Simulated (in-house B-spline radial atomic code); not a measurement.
Ionising Pt³⁺ with different functionals

Computed with a radial B-spline atomic code at the basis-set limit: scalar-relativistic (spin-free X2C) Hamiltonian, Fermi nucleus of rms radius 5.427 fm, spin-polarised at highest spin, spherical fractional occupations for the functionals, and exact exchange of hybrids averaged over the configuration. The ionisation energy is the difference of two self-consistent energies, [Xe] 4f14 5d7 → [Xe] 4f14 5d6, without Breit or QED terms; ε is the level of the shell that loses the electron (its least bound occupied spin orbital). There is no spin-orbit coupling in this Hamiltonian.

```
   method                    rung  ΔSCF (eV)  -ε(5d) (eV)
     PBE0           global hybrid      43.89        39.22
    B3LYP           global hybrid      44.14        39.04
    TPSSh           global hybrid      43.84        38.03
   M06-2X           global hybrid      44.51        41.89
BHandHLYP           global hybrid      43.77        40.96
  r2SCAN0           global hybrid      43.71        39.12
    B97-1           global hybrid      44.04        39.00
    HSE06  range-separated hybrid      43.86        38.78
    wB97X  range-separated hybrid      43.81        41.77
CAM-B3LYP  range-separated hybrid      44.09        40.88
  LC-wPBE  range-separated hybrid      43.83        42.13
```

Task: Among the functionals, which spreads more, the ΔSCF values or the orbital energies?

Result: The orbital energies: ΔSCF values span about 0.80 eV and the orbital energies 4.10 eV; here energy differences depend much less on the functional than eigenvalues do.

Task: How do they compare with the NIST value?

Result: NIST lists 43 eV ± 1.7 (tabulated theory, ground level to ground level). Errors run from +0.71 to +1.51 eV; all lie within about twice that uncertainty, so the table can't rank the methods.
